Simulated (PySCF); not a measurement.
**A small calculation by hand: oscillator strength and radiative lifetime**

CH4Te, SMILES C[TeH].

Coordinates come from a B3LYP-D3(BJ)/def2-TZVP optimisation. The def2 effective core potentials stand for the cores of Te; spin–orbit coupling is left out.

TDDFT-LC-ωPBE/def2-SVPD (PySCF 2.14.0) puts the first singlet state with f over 0.02 at 6.61 eV (vertical), with the transition dipole (0.000, 0.000, -1.135) in atomic units.

Q: Find the oscillator strength, the wavelength and the radiative lifetime that this transition would have in vacuum if emission retraced absorption.

A: 
|μ|² = 1.2882 au, so |μ| = 2.88 D. ΔE = 6.61/27.211 = 0.2429 hartree. f = (2/3) ΔE |μ|² = 0.209 (the program prints 0.209).
λ = 1239.84/6.61 = 188 nm; ν = 53313 cm⁻¹.
Einstein's coefficient A = 0.6670 ν² f s⁻¹ (ν in cm⁻¹) = 4.0e8 s⁻¹, so τ = 1/A = 2.5 ns. This state is S3; the lower singlets have f = 0.001, 0.019. The figure is the radiative limit of this one transition; relaxation, internal conversion, crossing to triplets and a medium change what is measured.
